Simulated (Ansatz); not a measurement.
The inner images of a band of Cl2GaH3OS (8 atoms, charge 0, multiplicity 1) are given out of order.

Theory: RKS B3LYP-D4/def2-SVP in Ansatz.

Initial state:

```xyz
8
Properties=species:S:1:pos:R:3
Ga -0.034 0.144 0.251
O -0.250 -0.381 1.962
H -0.908 -1.080 2.077
Cl 1.878 -0.270 -0.695
Cl -1.777 0.267 -1.027
S 0.439 2.551 1.057
H 1.779 2.387 0.948
H 0.393 2.035 2.312
```

Final state:

```xyz
8
Properties=species:S:1:pos:R:3
Ga 0.228 0.656 0.076
O -0.108 -0.140 2.011
H -0.993 -0.544 2.019
Cl 1.916 -0.491 -0.637
Cl -1.758 0.094 -0.633
S 0.514 2.781 0.706
H 1.862 2.666 0.740
H -0.141 0.632 2.603
```

Q: Put them in order from the first end to the last, with their energies above the first end.
A.
```xyz
8
Properties=species:S:1:pos:R:3
Ga 0.050 0.192 0.146
O -0.073 -0.234 1.921
H -0.865 -0.718 2.186
Cl 1.899 -0.325 -0.843
Cl -1.804 0.210 -0.965
S 0.416 2.542 1.110
H 1.755 2.371 1.227
H 0.142 1.616 2.102
```
B.
```xyz
8
Properties=species:S:1:pos:R:3
Ga 0.195 0.614 0.009
O -0.049 -0.089 1.992
H -0.907 -0.513 2.159
Cl 1.898 -0.481 -0.747
Cl -1.772 0.098 -0.757
S 0.457 2.709 0.786
H 1.777 2.521 1.026
H -0.080 0.794 2.415
```
C.
```xyz
8
Properties=species:S:1:pos:R:3
Ga 0.147 0.504 0.004
O -0.020 -0.037 1.972
H -0.829 -0.481 2.275
Cl 1.909 -0.415 -0.830
Cl -1.789 0.127 -0.891
S 0.402 2.591 0.972
H 1.723 2.397 1.207
H -0.023 0.966 2.175
```
D.
```xyz
8
Properties=species:S:1:pos:R:3
Ga 0.011 0.147 0.199
O -0.138 -0.323 1.941
H -0.883 -0.905 2.135
Cl 1.879 -0.300 -0.803
Cl -1.804 0.239 -0.978
S 0.453 2.548 1.046
H 1.791 2.353 1.130
H 0.211 1.894 2.214
```
E.
```xyz
8
Properties=species:S:1:pos:R:3
Ga 0.095 0.319 0.080
O -0.045 -0.103 1.923
H -0.829 -0.586 2.229
Cl 1.919 -0.351 -0.853
Cl -1.797 0.178 -0.951
S 0.380 2.513 1.146
H 1.722 2.374 1.270
H 0.075 1.310 2.041
```

A: D (+1.5 kJ/mol), A (+7.9 kJ/mol), E (+20.3 kJ/mol), C (-37.1 kJ/mol), B (-56.9 kJ/mol).

Run time: 100 s on 4 threads of Arm Neoverse V1 (shared host), peak memory 0.33 GiB.
